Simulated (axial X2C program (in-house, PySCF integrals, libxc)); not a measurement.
**Potential curves of SbTe⁻, two-component**

Calculated with an axial X2C code built on PySCF integrals. Two-component (2c) means X2C with spin–orbit coupling and atomic mean-field two-electron Coulomb and Gaunt terms. Basis: Te dyall-acv3z [12s13p9d5f1g], Sb dyall-acv3z [12s13p9d5f1g] (cores contracted in-house); Gaussian nuclei, density fitting, unrestricted open shells. Masses: Te 129.906 u, Sb 120.904 u.

State: Ω = 1 (⟨Sz⟩ = 0.99, ⟨Lz⟩ = 0.01 at PBE0). Energies in kJ/mol from the fragments at the same level (Te- + Sb). Fits are polynomials in 1 − R0/R over 0.85 to 1.23 times the lowest point R0.

```json
{"R (Å)": "2.4948", "PBE0": "-231.56", "PW91": "-249.25"}
{"R (Å)": "2.5744", "PBE0": "-243.47", "PW91": "-263.72"}
{"R (Å)": "2.6540", "PBE0": "-246.39", "PW91": "-269.23"}
{"R (Å)": "2.7469", "PBE0": "-241.52", "PW91": "-267.35"}
{"R (Å)": "2.8398", "PBE0": "-230.42", "PW91": "-259.16"}
{"R (Å)": "2.9592", "PBE0": "-210.38", "PW91": "-242.63"}
```

Occupations by symmetry block were frozen at the best pattern of an incomplete PBE0 search. Dissociation energies refer to the lowest single-determinant-based atoms at the same level and basis. Density functionals use the spin component along the axis (collinear). PBE0 can misorder states that lie within some tenths of an eV, so this need not be the ground state of the molecule. The nearest other 2c determinant of the search, Ω = 0, lies 0.16 eV up at the distance of the search. The functionals have no current-density term, which raises determinants with orbital currents, atoms included. With several unpaired electrons one determinant need not be a pure state. Open-shell Ω = 0 determinants with evenly filled partner blocks cannot be reached by this program, so the Ω shown need not be the lowest component. This is the Ω = 1 component of a π² triplet; the 0⁺ component is not one determinant and can lie lowest. The highest occupied level of some functionals is positive through self-interaction error; at Hartree–Fock it is bound.

(1) What are Re, ωe and De at the PBE0 level?

(2) Fit the PW91 curve near its minimum: give the equilibrium distance, the harmonic wavenumber and the well depth.

## Answers

(1) At PBE0, 2c: Re = 2.645 Å, ωe ≈ 220 cm⁻¹, De = 2.55 eV to Te- + Sb; Be follows as 0.0385 cm⁻¹.

(2) At PW91, 2c: Re = 2.677 Å, ωe ≈ 208 cm⁻¹, De = 2.79 eV to Te- + Sb; Be follows as 0.0376 cm⁻¹.
